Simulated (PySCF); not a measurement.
HO3S, SMILES O=[S](=O)O, multiplicity 2. Atoms are numbered in the order given.

```xyz
5

O     -0.3615     1.4185     0.1159
S     -0.1544     0.0052    -0.2657
O     -0.9791    -1.0905     0.2629
O      1.4077    -0.3919     0.1396
H      1.9337     0.4283     0.1047
```
Charge 0, spin multiplicity 2.

Geometry optimised at B3LYP-D3(BJ)/def2-SVP. The isomer is the one that the SMILES or the coordinates give; other isomers of the formula were not compared. Other conformers were not sampled.

Calculation: PySCF with CAM-B3LYP/def2-TZVPD.

Mulliken values depend strongly on the basis, most of all with diffuse functions as here. ESP charges are fitted to the potential on shells at 1.4 to 2.0 van der Waals radii. Atomic charges (e):

| atom | Mulliken | meta-Löwdin | ESP fit | Mulliken spin |
|---|---|---|---|---|
| O1 | -0.45 | ? | -0.31 | 0.25 |
| S2 | 0.93 | ? | 0.56 | 0.36 |
| O3 | -0.40 | ? | -0.25 | 0.26 |
| O4 | -0.43 | ? | -0.40 | 0.13 |
| H5 | 0.35 | ? | 0.40 | 0.00 |

Complete the blanks. (Estimate from the structure and the level; the computed values follow.)


- O1, meta-Löwdin: -0.72
- S2, meta-Löwdin: 1.68
- O3, meta-Löwdin: -0.69
- O4, meta-Löwdin: -0.64
- H5, meta-Löwdin: 0.37
